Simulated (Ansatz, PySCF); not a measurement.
Process, species as SMILES: [H]/[C-]=[O+]/[H] (CH2O) → [CH-]=[O+] (CHO) + H atom (the H-O bond at the site shown breaks; other sites are not compared here)
Each molecule is optimised on its own at B3LYP-D3(BJ)/def2-TZVP (Ansatz, a first-principles code). Unstable Hartree-Fock reference: [H]/[C-]=[O+]/[H] (CH2O).
Geometry of the first species:
SMILES: [H]/[C-]=[O+]/[H]
```xyz
4

C      0.0143    -0.0006    -0.7408
O      0.0072     0.0056     0.5677
H      0.8875     0.2601     0.8874
H     -1.0303    -0.3017    -0.9843
```
Charge 0, spin multiplicity 1.

Property: bond dissociation energy (enthalpy at 298 K, with B3LYP-D3(BJ) rigid-rotor harmonic-oscillator terms from PySCF), in eV. Correlated levels leave the core frozen unless marked. Open shells are spin-unrestricted. No spin-orbit coupling. No relativistic terms. CBS(X,Y): correlation extrapolated as X^-3; Hartree-Fock from the larger set.

```json
[
 {"level": "TPSS-D3(BJ)/def2-TZVPD", "program": "PySCF + dftd3", "bond dissociation energy (eV)": "1.39", "minus last row": "-0.20"},
 {"level": "PBE0-D4/def2-TZVPD", "program": "Ansatz + dftd4", "bond dissociation energy (eV)": "1.36", "minus last row": "-0.23"},
 {"level": "PBE0/def2-TZVPD", "program": "Ansatz", "bond dissociation energy (eV)": "1.36", "minus last row": "-0.23"},
 {"level": "TPSSh-D4/def2-TZVPD", "program": "PySCF + dftd4", "bond dissociation energy (eV)": "1.42", "minus last row": "-0.17"},
 {"level": "B2GP-PLYP/def2-TZVPD", "program": "Ansatz", "bond dissociation energy (eV)": "1.35", "minus last row": "-0.24"},
 {"level": "B2PLYP-D4/def2-TZVPD", "program": "Ansatz + dftd4", "bond dissociation energy (eV)": "1.35", "minus last row": "-0.24"},
 {"level": "RPA@PBE/cc-pVQZ", "program": "Ansatz", "bond dissociation energy (eV)": "1.54", "minus last row": "-0.05"},
 {"level": "MP2/6-31G*", "program": "Ansatz", "bond dissociation energy (eV)": "0.76", "minus last row": "-0.83"},
 {"level": "MP2/def2-QZVPP", "program": "Ansatz", "bond dissociation energy (eV)": "1.33", "minus last row": "-0.26"},
 {"level": "CCSD/aug-cc-pVQZ", "program": "Ansatz", "bond dissociation energy (eV)": "1.61", "minus last row": "0.02"},
 {"level": "CCSD/CBS(def2-TZVPPD,def2-QZVPPD)", "program": "Ansatz", "bond dissociation energy (eV)": "1.63", "minus last row": "0.04"},
 {"level": "CCSD(T)/STO-3G", "program": "Ansatz", "bond dissociation energy (eV)": "1.36", "minus last row": "-0.23"},
 {"level": "CCSD(T)/6-31G*", "program": "Ansatz", "bond dissociation energy (eV)": "1.01", "minus last row": "-0.58"},
 {"level": "CCSD(T) with core electrons/cc-pwCVTZ", "program": "Ansatz", "bond dissociation energy (eV)": "1.51", "minus last row": "-0.08"},
 {"level": "CCSD(T)/CBS(aug-cc-pVTZ,aug-cc-pVQZ)", "program": "Ansatz", "bond dissociation energy (eV)": "1.59", "minus last row": "0.00"}
]
```
